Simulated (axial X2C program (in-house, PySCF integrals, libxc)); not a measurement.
Values are calculated unless marked as measured or tabulated.
## FPdF: input and output of an open-shell CI run

Program: an axial X2C code built on PySCF integrals.

Input and command:
```json
{"zs": [9, 46, 9], "q": 0, "bas": ["dyall-av3z", "dyall-v3z", "dyall-av3z"], "r0": 1.84, "metal": 1, "shells": [[2, [0, 1, 2], 7], [0, [0], 1]], "fix": 0, "emax": 3.2, "nroots": 4}
```
```bash
python soci.py task.json out
```

Keys: zs atomic numbers; q charge; bas basis sets; r0 starting distance in Å; metal index of the metal atom; shells open shells as [l, |m| values, electrons]; fix electron count of the first shell held; emax energy window in eV; nroots roots for each Ω.

Output at F–Pd–F held linear, both bonds 1.965 Å:

```
average of configuration d7 s1
basis functions 235  fitting functions 1220
iter      average energy  largest gradient
   1      -5237.612659331   3.72e+00
   2      -5239.417955544   1.44e-01
   3      -5239.481437378   9.31e-02
   4      -5239.483731783   1.51e-02
   5      -5239.486789584   1.15e-02
   6      -5239.486899589   2.46e-03
   7      -5239.486926795   6.86e-04
   8      -5239.486927618   2.33e-04
   9      -5239.486927787   6.16e-05
  10      -5239.486927804   2.41e-05
  11      -5239.486927806   1.05e-05
converged
CI levels
2*Omega        energy/Eh    cm-1   g(par)  dipole/D  leading shell counts
    6     -5239.80210896        0   7.884    0.000  {'8 0': 0.942, '7 1': 0.058}
    4     -5239.80093000      259   4.552    0.000  {'8 0': 0.945, '7 1': 0.055}
    2     -5239.79751212     1009   1.299    0.000  {'8 0': 0.945, '7 1': 0.055}
    0     -5239.79385365     1812   0.000    0.000  {'8 0': 0.946, '7 1': 0.053}
    8     -5239.78801089     3094   9.995    0.000  {'8 0': 0.895, '7 1': 0.104}
    4     -5239.78439113     3889   5.357    0.000  {'8 0': 0.948, '7 1': 0.052}
    2     -5239.78378253     4022   1.460    0.000  {'8 0': 0.939, '7 1': 0.061}
    0     -5239.78174057     4470   0.000    0.000  {'8 0': 0.947, '7 1': 0.052}
    6     -5239.77614745     5698   6.115    0.000  {'8 0': 0.898, '7 1': 0.101}
    0     -5239.77396157     6178   0.000    0.000  {'8 0': 0.943, '7 1': 0.057}
    2     -5239.77168776     6677   3.189    0.000  {'8 0': 0.927, '7 1': 0.072}
    4     -5239.76906324     7253   2.226    0.000  {'8 0': 0.902, '7 1': 0.098}
    0     -5239.75689966     9922   0.000    0.000  {'8 0': 0.958, '7 1': 0.041}
    2     -5239.75018658    11396   2.090    0.000  {'8 0': 0.921, '7 1': 0.078}
    4     -5239.74505446    12522   5.456    0.000  {'8 0': 0.906, '7 1': 0.094}
    0     -5239.73577729    14558   0.000    0.000  {'8 0': 0.911, '7 1': 0.089}
    0     -5239.73472364    14789   0.000    0.000  {'8 0': 0.906, '7 1': 0.094}
    0     -5239.71168214    19846   0.000    0.000  {'8 0': 0.885, '7 1': 0.114}
    0     -5239.70436026    21453   0.000    0.000  {'8 0': 0.897, '7 1': 0.102}
    6     -5239.70077669    22240   6.007    0.000  {'8 0': 0.894, '7 1': 0.105}
```

Dipoles in the output refer to the first atom as origin.

There is no dynamic correlation: spin–orbit spacings and, for f shells, spacings inside one term are the most reliable numbers, splittings between terms come out too wide, and energies between configurations are not reliable, so the lowest level need not be the ground state of the molecule. The lowest levels belong to d8, not to the averaged configuration, so orbitals and distance suit them less well. For d shells the ligand-field splittings (σ, π, δ) and their order can be off by a thousand cm⁻¹ or more. At most 4 roots were kept for each Ω > 0 (twice that for Ω = 0) within 3.2 eV of the lowest, so higher up levels can be missing between those listed; levels with Ω > 0 are doubly degenerate and listed once, Ω = 0 levels singly. The open spinors mix strongly with ligand orbitals, which this small active space describes poorly. Some active spinors are only partly of the character that their shell is named for, so the shell names and counts are nominal. The molecule was held linear; bending was not examined.
